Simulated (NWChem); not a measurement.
# ZnHOBr; SMILES [OH][Zn][Br]

```xyz
4

Zn    -0.2542     0.7763     0.0000
Br     0.2572    -1.4022     0.0000
O     -0.8049     2.4716     0.0000
H     -0.0530     3.0932     0.0000
```
Atoms are numbered in this order, from 1.

Level: PBE-D3(BJ)/def2-SVP (NWChem), optimised geometry, unscaled harmonic frequencies. This build's default masses of Se (78.918 u) and Br (79.917 u) are each other's, which moves their modes by up to 0.6 %.

Q: List the harmonic frequencies with IR intensities, and the thermochemistry.

A: 
| frequency (cm⁻¹) | IR intensity (km/mol) |
|---|---|
| 111 | 12.6 |
| 118 | 0.2 |
| 292 | 8.9 |
| 674 | 93.8 |
| 772 | 42.2 |
| 3724 | 46.2 |

```yaml
zero_point_energy: 8.1 kcal/mol
thermal correction to the enthalpy at 298.15 K (with zero-point energy): 11.8 kcal/mol
heat capacity Cv: 13.1 cal/(mol K)
entropy at 298.15 K and 1 atm (symmetry number 1): 72.4 cal/(mol K)
dipole_moment: 1.76 D
```

Rigid rotor and harmonic oscillator.
